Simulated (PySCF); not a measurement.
Compound: C3H8OSi2.
Atom-mapped SMILES: `[O:1]=[CH:2][SiH:3]1[CH2:4][SiH2:5][CH2:6]1` (hydrogens: H7 on C2; H8 on Si3; H9, H10 on C4; H11, H12 on Si5; H13, H14 on C6)

The same species was optimised twice, with GFN2-xTB and with PBE0-D3(BJ)/def2-SVP (PySCF), and the same property calculations (PySCF, gas phase) were run on both structures.

```json
{"coordinate": "Si5–C6 (Å)", "GFN2-xTB": "1.922", "PBE0-D3(BJ)/def2-SVP": "1.904", "change": "-0.018"}
{"coordinate": "Si3–C6 (Å)", "GFN2-xTB": "1.921", "PBE0-D3(BJ)/def2-SVP": "1.904", "change": "-0.017"}
{"coordinate": "C4–Si5 (Å)", "GFN2-xTB": "1.922", "PBE0-D3(BJ)/def2-SVP": "1.904", "change": "-0.018"}
{"coordinate": "Si3–C4 (Å)", "GFN2-xTB": "1.921", "PBE0-D3(BJ)/def2-SVP": "1.905", "change": "-0.016"}
{"coordinate": "C2–Si3 (Å)", "GFN2-xTB": "1.913", "PBE0-D3(BJ)/def2-SVP": "1.927", "change": "+0.014"}
{"coordinate": "O1=C2 (Å)", "GFN2-xTB": "1.205", "PBE0-D3(BJ)/def2-SVP": "1.206", "change": "+0.001"}
{"coordinate": "Si3–C4–Si5 (°)", "GFN2-xTB": "92.1", "PBE0-D3(BJ)/def2-SVP": "87.2", "change": "-4.9"}
{"coordinate": "Si3–C6–Si5 (°)", "GFN2-xTB": "92.1", "PBE0-D3(BJ)/def2-SVP": "87.2", "change": "-4.9"}
{"coordinate": "C4–Si5–C6 (°)", "GFN2-xTB": "87.6", "PBE0-D3(BJ)/def2-SVP": "90.6", "change": "+3.0"}
{"coordinate": "C4–Si3–C6 (°)", "GFN2-xTB": "87.7", "PBE0-D3(BJ)/def2-SVP": "90.6", "change": "+2.9"}
{"coordinate": "O1–C2–Si3 (°)", "GFN2-xTB": "124.9", "PBE0-D3(BJ)/def2-SVP": "123.4", "change": "-1.5"}
{"coordinate": "C2–Si3–C6 (°)", "GFN2-xTB": "110.2", "PBE0-D3(BJ)/def2-SVP": "109.7", "change": "-0.5"}
{"coordinate": "C2–Si3–C4 (°)", "GFN2-xTB": "109.4", "PBE0-D3(BJ)/def2-SVP": "109.0", "change": "-0.4"}
{"coordinate": "O1–C2–Si3–C4 (°)", "GFN2-xTB": "132", "PBE0-D3(BJ)/def2-SVP": "123", "change": "-9"}
```

Rotational constants: A = 5205, B = 1273, C = 1213 MHz (GFN2-xTB) against A = 4723, B = 1365, C = 1319 MHz (PBE0-D3(BJ)/def2-SVP).

On the GFN2-xTB structure: lowest singlet, TDDFT (eV) 3.11 [B3LYP/def2-SVPD]; lowest triplet, Tamm–Dancoff (eV) 2.46 [B3LYP/def2-SVPD]; isotropic polarisability (au) 90.8 [B3LYP/def2-SVPD]; HOMO (eV) -6.69 [B3LYP/def2-SVPD]; LUMO (eV) -1.94 [B3LYP/def2-SVPD]; dipole (D) 2.79 [B3LYP/def2-SVPD]; HOMO (eV) -6.80 [PBE0/pcSseg-1]; LUMO (eV) -1.57 [PBE0/pcSseg-1]; dipole (D) 2.70 [PBE0/pcSseg-1]; GIAO shielding of O1 (ppm) -597.9 [PBE0/pcSseg-1]; GIAO shielding of C2 (ppm) -57.9 [PBE0/pcSseg-1]; GIAO shielding of Si3 (ppm) 371.0 [PBE0/pcSseg-1]; GIAO shielding of C4/C6 (mean) (ppm) 191.9 [PBE0/pcSseg-1]; GIAO shielding of Si5 (ppm) 379.8 [PBE0/pcSseg-1].

Question: What do these properties become on the PBE0-D3(BJ)/def2-SVP structure?

Answer: 
```
                                    property            level  on GFN2-xTB  on PBE0-D3(BJ)/def2-SVP  change
                  lowest singlet, TDDFT (eV)  B3LYP/def2-SVPD         3.11                     3.13   +0.02
           lowest triplet, Tamm–Dancoff (eV)  B3LYP/def2-SVPD         2.46                     2.48   +0.02
               isotropic polarisability (au)  B3LYP/def2-SVPD         90.8                     91.0    +0.2
                                   HOMO (eV)  B3LYP/def2-SVPD        -6.69                    -6.70   -0.01
                                   LUMO (eV)  B3LYP/def2-SVPD        -1.94                    -1.90   +0.04
                                  dipole (D)  B3LYP/def2-SVPD         2.79                     2.82   +0.03
energy, GFN2-xTB geometry as zero (kcal/mol)  B3LYP/def2-SVPD          0.0                     -2.3    -2.3
                                   HOMO (eV)    PBE0/pcSseg-1        -6.80                    -6.82   -0.02
                                   LUMO (eV)    PBE0/pcSseg-1        -1.57                    -1.52   +0.05
                                  dipole (D)    PBE0/pcSseg-1         2.70                     2.74   +0.04
energy, GFN2-xTB geometry as zero (kcal/mol)    PBE0/pcSseg-1          0.0                     -2.8    -2.8
                  GIAO shielding of O1 (ppm)    PBE0/pcSseg-1       -597.9                   -596.9    +1.0
                  GIAO shielding of C2 (ppm)    PBE0/pcSseg-1        -57.9                    -58.1    -0.2
                 GIAO shielding of Si3 (ppm)    PBE0/pcSseg-1        371.0                    369.7    -1.3
        GIAO shielding of C4/C6 (mean) (ppm)    PBE0/pcSseg-1        191.9                    191.0    -0.9
                 GIAO shielding of Si5 (ppm)    PBE0/pcSseg-1        379.8                    381.4    +1.6
```

The heavy atoms differ by 0.130 Å rms after alignment. Among bonds between heavy atoms Si3–C6, C4–Si5 and Si5–C6 change most and about equally (-0.018 to -0.017 Å). Changes are differences of the printed values. Neither structure is proved a minimum here.

Shape of the structure used: `[O:1]=[CH:2][SiH:3]1[CH2:4][SiH2:5][CH2:6]1`: O1–C2–Si3–C4 123°.
